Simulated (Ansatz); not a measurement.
C2H6FGaS, SMILES `C[S][Ga]([CH3])[F]`, relaxed with RKS PBE0-D4/def2-TZVP in Ansatz 0.2.0 from a PBE-D4/def2-SVP geometry. The force threshold is 0.005 eV/Å; the program also tests the step.

Charge 0, multiplicity 1.

Start:

```xyz
11

C     1.461   -0.226    1.398
S     1.163   -1.673    0.293
Ga   -0.465   -0.864   -0.964
C    -1.321    0.901   -0.880
F    -1.017   -2.029   -2.188
H     1.826    0.654    0.836
H     0.557    0.048    1.975
H     2.249   -0.536    2.111
H    -1.789    1.048    0.114
H    -2.098    0.979   -1.664
H    -0.566    1.698   -1.030
```

```tsv
step	energy (eV)	largest force (eV/Å)	largest move (Å)
1	-68091.2490	0.570	0.000
2	-68091.2889	0.162	0.025
3	-68091.2930	0.057	0.015
4	-68091.2931	0.018	0.012
5	-68091.2932	0.013	0.005
6	-68091.2932	0.005	0.003
7	-68091.2932	0.003	0.003
```

End:

```xyz
11

C     1.459   -0.230    1.395
S     1.149   -1.648    0.294
Ga   -0.459   -0.850   -0.950
C    -1.320    0.899   -0.882
F    -1.002   -2.008   -2.159
H     1.814    0.638    0.841
H     0.573    0.035    1.970
H     2.240   -0.542    2.088
H    -1.789    1.052    0.092
H    -2.082    0.966   -1.659
H    -0.584    1.690   -1.032
```

Hardware: 4 threads of an AMD EPYC 9R45 on a shared host. Wall time 12 s, peak host memory 0.7 GiB.
